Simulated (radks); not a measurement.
Results of a calculation; reference values are marked as such.
Problem. Spherical quantum dot in the effective-mass picture: electrons in a hard-walled sphere of radius 10.1, with a point charge +1 (a donor) at the centre, all in effective atomic units (hartree* = m*/eps^2 hartree, bohr* = eps/m* bohr), one dielectric constant everywhere. Level of theory: non-relativistic Kohn-Sham, LDA (Slater exchange, Perdew-Wang correlation), spin-polarised, spherical densities (a radial shooting solver with Libxc functionals). Levels are named by radial order and angular momentum (1s, 1p, 1d, 2s, ...), and open shells are averaged over m. At N = 17 the configuration is 1s2 1p6 1d(up 5, down 3) 2s(up 1, down 0). Does electron 18 go into 1f down or 1f up or 1d down?

Solution. Into 1d down. The total energies of the other choices lie higher by 0.0455 hartree* (1f up), 0.0539 hartree* (1f down).
